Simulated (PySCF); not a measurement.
H$_{2}$Ga, charge +1, singlet, geometry from GFN2-xTB (such geometries of metal compounds can be far from the true shape); PBE0/aug-cc-pVDZ in PySCF.

Input for PySCF:
```python
from pyscf import gto, scf, dft

mol = gto.Mole()
mol.atom = '''
    Ga    0.00000000    0.00000000    0.00000000
    H    -0.00000000   -0.00000000   -1.56355402
    H     0.00000000    0.00000000    1.56355402
'''
mol.basis = 'aug-cc-pvdz'
mol.charge = 1
mol.verbose = 4
mol.build()

mf = dft.RKS(mol)
mf.xc = 'pbe0'
mf.kernel()
```

### Question
Predict the main parts of the log of this PySCF run.

### Answer

```
PySCF version 2.14.0

[INPUT] verbose = 4
[INPUT] num. atoms = 3
[INPUT] num. electrons = 32
[INPUT] charge = 1
[INPUT] spin (= nelec alpha-beta = 2S) = 0
[INPUT] symmetry False subgroup None
[INPUT] Mole.unit = angstrom
[INPUT] Symbol           X                Y                Z      unit          X                Y                Z       unit  Magmom
[INPUT]  1 Ga     0.000000000000   0.000000000000   0.000000000000 AA    0.000000000000   0.000000000000   0.000000000000 Bohr   0.0
[INPUT]  2 H      0.000000000000   0.000000000000  -1.563554020000 AA    0.000000000000   0.000000000000  -2.954688878763 Bohr   0.0
[INPUT]  3 H      0.000000000000   0.000000000000   1.563554020000 AA    0.000000000000   0.000000000000   2.954688878763 Bohr   0.0

nuclear repulsion = 21.1528193202432
number of shells = 19
number of NR pGTOs = 108
number of NR cGTOs = 54
basis = aug-cc-pvdz
ecp = {}

******** <class 'pyscf.dft.rks.RKS'> ********
method = RKS
initial guess = minao
damping factor = 0
level_shift factor = 0
DIIS = <class 'pyscf.scf.diis.CDIIS'>
diis_start_cycle = 1
diis_space = 8
diis_damp = 0
SCF conv_tol = 1e-09
SCF conv_tol_grad = None
SCF max_cycles = 50
direct_scf = True
direct_scf_tol = 1e-13
XC library pyscf.dft.libxc version 7.1.2
    S. Lehtola, C. Steigemann, M. J. T. Oliveira, and M. A. L. Marques,  SoftwareX 7, 1–5 (2018)
XC functionals = pbe0
    C. Adamo and V. Barone,  J. Chem. Phys. 110, 6158 (1999)
    M. Ernzerhof and G. E. Scuseria,  J. Chem. Phys. 110, 5029 (1999)
radial grids:
    Treutler-Ahlrichs [JCP 102, 346 (1995); DOI:10.1063/1.469408] (M4) radial grids

becke partition: Becke, JCP 88, 2547 (1988); DOI:10.1063/1.454033
pruning grids: <function nwchem_prune>
grids dens level: 3
symmetrized grids: False
atomic radii adjust function: <function treutler_atomic_radii_adjust>
small_rho_cutoff = 0
Set gradient conv threshold to 3.16228e-05
Initial guess from minao.
tot grids = 40520
init E= -1925.11077254527
  HOMO = -0.344512112634655  LUMO = -0.0803497763888912  gap/eV = 7.18822
cycle= 1 E= -1925.41595423653  delta_E= -0.305  |g|= 0.26  |ddm|= 1.19
  HOMO = -0.626318628602139  LUMO = -0.33881346611737  gap/eV = 7.82341
cycle= 2 E= -1925.43346135378  delta_E= -0.0175  |g|= 0.158  |ddm|=  0.8
  HOMO = -0.610987990417404  LUMO = -0.310325937041914  gap/eV = 8.18143
cycle= 3 E= -1925.43957417483  delta_E= -0.00611  |g|= 0.00539  |ddm|= 0.342
  HOMO = -0.605550910636713  LUMO = -0.3055147949686  gap/eV = 8.16440
cycle= 4 E= -1925.43958228309  delta_E= -8.11e-06  |g|= 0.000639  |ddm|= 0.02
  HOMO = -0.605544241757411  LUMO = -0.305529528676592  gap/eV = 8.16382
cycle= 5 E= -1925.439582433  delta_E= -1.5e-07  |g|= 3.16e-05  |ddm|= 0.00149
  HOMO = -0.605565280631461  LUMO = -0.305532461133376  gap/eV = 8.16431
cycle= 6 E= -1925.43958243358  delta_E= -5.79e-10  |g|= 6.96e-06  |ddm|= 7.23e-05
  HOMO = -0.605563329628794  LUMO = -0.305534000036564  gap/eV = 8.16421
Extra cycle  E= -1925.4395824336  delta_E= -1.75e-11  |g|= 3.04e-06  |ddm|= 1.61e-05
converged SCF energy = -1925.4395824336
```
